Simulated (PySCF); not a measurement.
Computed shifts of a molecule C2H8OSi2, PySCF with PBE/pcSseg-1, GIAO, gas phase, atoms alike by connectivity averaged where their shifts nearly agree, in ppm (number of nuclei): ¹³C: 77.6 (1), -2.1 (1). ²⁹Si: 19.4 (1), 1.0 (1). ¹H: 6.33 (2), 5.64 (1), 5.28 (1), 5.04 (1), 0.93 (3). References: ¹³C against TMS (σ = 182.0 ppm); ²⁹Si against TMS (σ = 335.4 ppm); ¹⁷O against H2O (σ = 334.3 ppm); ¹H against TMS (σ = 31.49 ppm), references at their B3LYP-D3(BJ)/def2-TZVP geometries, non-relativistic. Geometry optimised at TPSSh-D3(BJ)/def2-SVP. Other conformers were not sampled.

Task: Identify the compound among the candidates.
A) C1O[SiH2]C[SiH2]1
B) C[Si@H]1CO[SiH2]1
C) C=C[SiH2]O[SiH3]
D) C1C[SiH2][SiH2]O1

Result: B, C[Si@H]1CO[SiH2]1
